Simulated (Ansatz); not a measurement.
Calculated with Ansatz (gas phase, PBE0-D4/def2-TZVP geometries, no zero-point term in ΔE). CCSD(T)/CBS is the MP2 limit (def2-TZVPP, def2-QZVPP) plus CCSD(T) − MP2 in def2-TZVPP, frozen cores. One conformer a species, not always the lowest.

Consider the cleavage of the Al–B bond: `CO[B](C)[AlH2]` + `O[SiH2]S` → `[AlH2][O][SiH2]S` + `CBOC`.

```json
{"species": "`CO[B](C)[AlH2]`", "SCS-MP2/def2-QZVPP energy (Eh)": "-422.79732"}
{"species": "`O[SiH2]S`", "SCS-MP2/def2-QZVPP energy (Eh)": "-764.41758"}
{"species": "`[AlH2][O][SiH2]S`", "SCS-MP2/def2-QZVPP energy (Eh)": "-1007.06783"}
{"species": "`CBOC`", "SCS-MP2/def2-QZVPP energy (Eh)": "-180.23227"}
```

Q: Work out ΔE.

A: ΔE = (-1007.06783) + (-180.23227) − (-422.79732) − (-764.41758) = -0.08520 Eh = -53.5 kcal/mol. CCSD(T)/CBS gives -50.6 kcal/mol.

Largest T1 diagnostic among the species: 0.013.

From PBE to PBE0 (25 % exact exchange), in def2-TZVPP and without D4, ΔE moves by −2.2 kcal/mol. In def2-TZVPP, CCSD(T) changes the Hartree–Fock value by +5.7 kcal/mol (the triples alone add +0.9 kcal/mol) and MP2 by +3.4 kcal/mol.
